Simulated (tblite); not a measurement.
Species: C₇H₉N₂ (doublet state).
Atom-mapped SMILES: `[CH3:1][NH:2][c:3]1[cH:4][c:5][c:6]([NH2:7])[cH:8][cH:9]1` (hydrogens: H10, H11, H12 on C1; H13 on N2; H14 on C4; H15, H16 on N7; H17 on C8; H18 on C9)
Bond orders are those of one Lewis drawing.

Computed with GFN2-xTB (tblite), gas phase: L-BFGS steps from a force-field or distance-geometry start until the largest atomic force falls under 0.01 eV/Å.

The end geometry, which sets the zero of energy:
```
atom  x, y, z in Å
C1     -3.0388   -0.0141   -0.5772
N2     -1.9553   -0.5639    0.1990
C3     -0.6338   -0.2398   -0.0772
C4     -0.2711    0.8256   -0.9199
C5      1.0466    1.1008   -1.0892
C6      2.0920    0.4308   -0.4997
N7      3.4269    0.7323   -0.7503
C8      1.7235   -0.6480    0.3141
C9      0.3966   -0.9656    0.5201
H10    -2.9675   -0.2491   -1.6481
H11    -3.9771   -0.4131   -0.1955
H12    -3.0565    1.0701   -0.4589
H13    -2.0793   -1.5371    0.4412
H14    -1.0250    1.3970   -1.4379
H15     4.0721    0.4028   -0.0482
H16     3.5923    1.6890   -1.0244
H17     2.5001   -1.2193    0.8048
H18     0.1455   -1.7920    1.1709
```

Question: These geometries come from the run, each turned onto the end geometry. Order them by energy, lowest first.
A.
```
atom  x, y, z in Å
C1     -3.0926   -0.0337   -0.5770
N2     -1.9251   -0.6591   -0.0224
C3     -0.6176   -0.2813   -0.1749
C4     -0.2106    0.9031   -0.8135
C5      1.1131    1.2022   -0.8694
C6      2.1347    0.4444   -0.3510
N7      3.5269    0.7434   -0.3913
C8      1.7232   -0.7365    0.2766
C9      0.3941   -1.0874    0.3603
H10    -3.5867   -0.6906   -1.3008
H11    -3.8109    0.2047    0.2137
H12    -2.8220    0.8906   -1.0779
H13    -2.0729   -1.5565    0.4113
H14    -0.9315    1.5759   -1.2527
H15     3.7177    1.6208    0.0832
H16     3.8451    0.8465   -1.3502
H17     2.4853   -1.3722    0.7016
H18     0.1208   -2.0080    0.8581
```
B.
```
atom  x, y, z in Å
C1     -3.0115   -0.0943   -0.6619
N2     -1.9795   -0.4696    0.2781
C3     -0.6502   -0.1676    0.0000
C4     -0.2834    0.9447   -0.7777
C5      1.0338    1.1892   -0.9863
C6      2.0797    0.4445   -0.4960
N7      3.4109    0.6868   -0.8178
C8      1.7053   -0.6504    0.2936
C9      0.3778   -0.9412    0.5350
H10    -2.7929   -0.4298   -1.6849
H11    -3.9549   -0.5332   -0.3465
H12    -3.1295    0.9894   -0.6735
H13    -2.0882   -1.4117    0.6307
H14    -1.0387    1.5895   -1.1974
H15     4.0779    0.2897   -0.1733
H16     3.6228    1.6422   -1.0630
H17     2.4810   -1.2807    0.7074
H18     0.1311   -1.7911    1.1569
```
C.
```
atom  x, y, z in Å
C1     -3.1292   -0.0496   -0.5533
N2     -1.9230   -0.7024   -0.0626
C3     -0.6285   -0.2645   -0.1953
C4     -0.2598    0.9383   -0.8408
C5      1.0626    1.2746   -0.9061
C6      2.1112    0.5300   -0.4038
N7      3.4728    0.8846   -0.4646
C8      1.7351   -0.6668    0.2408
C9      0.4100   -1.0445    0.3316
H10    -3.6153   -0.7286   -1.2506
H11    -3.8324    0.1741    0.2605
H12    -2.9344    0.8837   -1.1014
H13    -2.0838   -1.5752    0.4217
H14    -1.0209    1.5799   -1.2673
H15     3.8728    1.4320    0.2662
H16     4.0433    0.6035   -1.2404
H17     2.5217   -1.2886    0.6587
H18     0.1891   -1.9739    0.8304
```
D.
```
atom  x, y, z in Å
C1     -3.0011   -0.1098   -0.6726
N2     -1.9792   -0.4281    0.2981
C3     -0.6504   -0.1583   -0.0031
C4     -0.2844    0.9593   -0.7746
C5      1.0341    1.2048   -0.9700
C6      2.0757    0.4475   -0.4866
N7      3.4038    0.6823   -0.8196
C8      1.7005   -0.6519    0.2969
C9      0.3703   -0.9473    0.5198
H10    -2.7123   -0.4048   -1.6898
H11    -3.9220   -0.6212   -0.4005
H12    -3.1946    0.9639   -0.6661
H13    -2.1014   -1.3325    0.7323
H14    -1.0420    1.6075   -1.1865
H15     4.0818    0.2636   -0.2042
H16     3.6274    1.6311   -1.0732
H17     2.4742   -1.2846    0.7125
H18     0.1106   -1.8150    1.1108
```
E.
```
atom  x, y, z in Å
C1     -3.0008   -0.1098   -0.6841
N2     -1.9873   -0.4065    0.3050
C3     -0.6541   -0.1629    0.0090
C4     -0.2708    0.9575   -0.7500
C5      1.0461    1.1940   -0.9660
C6      2.0893    0.4331   -0.4902
N7      3.4236    0.6633   -0.8182
C8      1.6987   -0.6657    0.2846
C9      0.3683   -0.9639    0.5074
H10    -2.6904   -0.3961   -1.6965
H11    -3.9133   -0.6523   -0.4447
H12    -3.2428    0.9542   -0.6760
H13    -2.1370   -1.2645    0.8153
H14    -1.0205    1.6270   -1.1374
H15     4.0948    0.3686   -0.1218
H16     3.5968    1.5945   -1.1612
H17     2.4701   -1.3094    0.6835
H18     0.1205   -1.8549    1.0648
```

Answer: B (0.012 eV), D (0.021 eV), E (0.037 eV), A (0.298 eV), C (0.544 eV).

In the order of the answer:

| step | E above end (eV) | largest force (eV/Å) | rms force component (eV/Å) | rms distance from end (Å) | rms bond change (Å) | bond most changed (Å) |
| --- | --- | --- | --- | --- | --- | --- |
| 105 | 0.012 | 0.05 | 0.016 | 0.159 | 0.001 | C1–N2 +0.004 |
| 95 | 0.021 | 0.08 | 0.025 | 0.196 | 0.001 | C1–N2 +0.003 |
| 87 | 0.037 | 0.14 | 0.047 | 0.225 | 0.002 | C1–N2 +0.005 |
| 39 | 0.298 | 0.04 | 0.012 | 0.521 | 0.010 | C6–N7 +0.033 |
| 2 | 0.544 | 0.71 | 0.187 | 0.531 | 0.009 | C6–N7 +0.017 |

What follows is the cost of the whole relaxation. Hardware: one thread of an Intel Xeon at 2.60 GHz, no GPU (shared host). Cost: 1.3 s of wall time.
